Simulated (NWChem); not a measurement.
PbHI, singlet; SMILES [I][PbH]

```xyz
3

Pb     0.0396    -1.1262     0.0000
H     -1.8372    -1.2541     0.0000
I      0.0026     1.7263     0.0000
```
Atoms are numbered in this order, from 1.

Level: PBE-D3(BJ)/def2-SVP with def2 effective core potentials on I, Pb (NWChem), optimised geometry, unscaled harmonic frequencies. Low-valent species are run as closed-shell singlets; no triplet was tried in these runs. def2 effective core potentials on I, Pb; no spin-orbit coupling.

**Question.** List the harmonic frequencies with IR intensities, and the thermochemistry.

**Answer.** 
```csv
frequency (cm⁻¹),IR intensity (km/mol)
160,12.9
473,27.7
1537,422.9
```

```
Item                                                                                Value
-----------------------------------------------------------------------  ----------------
zero-point energy                                                            3.1 kcal/mol
thermal correction to the enthalpy at 298.15 K (with zero-point energy)      6.0 kcal/mol
heat capacity Cv                                                          9.2 cal/(mol K)
entropy at 298.15 K and 1 atm (symmetry number 1)                        72.3 cal/(mol K)
```

Rigid rotor and harmonic oscillator.
